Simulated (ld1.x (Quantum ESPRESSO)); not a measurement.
Before and after: TM semilocal potential for Cd (Z = 48)

| Quantity | Value |
| --- | --- |
| Element | cadmium |
| Generator | ld1.x (Quantum ESPRESSO) 7.5 |
| Type | norm-conserving Troullier–Martins (semilocal form) |
| Functional | PBE |
| Relativity | scalar-relativistic |
| Frozen core | [Kr] |
| Valence charge | 12 |
| Reference configuration | 4d10 5s1 5p0 (charge +1) |
| Partial waves | 5s (bound): rc 2.30 bohr; 4d (bound): rc 1.65 bohr; 5p (bound, empty): rc 2.85 bohr |
| Local potential | the p channel |
| Core correction | Bessel-smoothed model core inside 1.60 bohr |

All-electron outer shells of the reference configuration (PBE, scalar-relativistic, ld1.x):

```json
{"shell": "4p", "level (eV)": "-75.82", "outermost node (bohr)": "0.43", "outermost maximum (bohr)": "0.84"}
{"shell": "4d", "level (eV)": "-20.51", "outermost node (bohr)": "0.42", "outermost maximum (bohr)": "0.98"}
{"shell": "5s", "level (eV)": "-13.06", "outermost node (bohr)": "1.06", "outermost maximum (bohr)": "2.23"}
{"shell": "5p", "level (eV)": "-7.37", "outermost node (bohr)": "1.19", "outermost maximum (bohr)": "2.83"}
```

Change: wave 4d (bound): rc 1.65 bohr becomes 4d (bound): rc 1.54 bohr.

Cutoffs: the cutoffs (Ry, on a coarse ladder) from which the occupation-weighted sum of valence levels, in a spherical-Bessel basis at the reference potential, stays within 10 and 1 mRy of its value at 400 Ry; they do not see the model core or the augmentation charge, which bear on the density cutoff. Errors are all-electron minus pseudo energies relative to the spin-unpolarised reference configuration.

Predict the effect on cutoff, ghosts and configuration errors.

The potential gets neither clearly harder nor softer (70 Ry and 110 Ry → 80 Ry and 110 Ry); the errors of the 7 common tests hardly move; neither file shows a bound ghost. A semilocal file is local in each channel, so a ghost entry of none says nothing of the separable form that plane-wave codes build from it.

| quantity | base | changed |
| --- | --- | --- |
| cutoff, loose | 70 Ry | 80 Ry |
| cutoff, tight | 110 Ry | 110 Ry |
| loose cutoff by channel (10 mRy a level) | s 8 Ry, d 55 Ry | s 8 Ry, d 60 Ry |
| bound ghosts | none | none |
| error for 4d10 5s2 5p0, meV [ΔE -9.27 eV] | -3.4 | -3.5 |
| error for 4d10 5s0 5p0, meV [ΔE 17.13 eV] | -16 | -16 |
| error for 4d9 5s0 5p0, meV [ΔE 55.14 eV] | -86 | -82 |
| error for 4d10 5s0 5p2, meV [ΔE 0.40 eV] | -1.8 | -1.8 |
| error for 4d9 5s2 5p0, meV [ΔE 8.70 eV] | -129 | -129 |
| error for 4d8 5s0 5p0, meV [ΔE 109.20 eV] | -455 | -444 |
| error for 4d9 5s2 5p1, meV [ΔE 3.37 eV] | -168 | -168 |
| s: phases at 3.11 bohr within 0.05 rad from the reference energy up to (Ry; the scan ends near 5) | 1.4 | 1.4 |
| p: phases at 3.11 bohr within 0.05 rad from the reference energy up to (Ry; the scan ends near 5) | 1.9 | 1.9 |
| d: phases at 3.11 bohr within 0.05 rad from the reference energy up to (Ry; the scan ends near 5) | 4.8 | to the end of the scan |
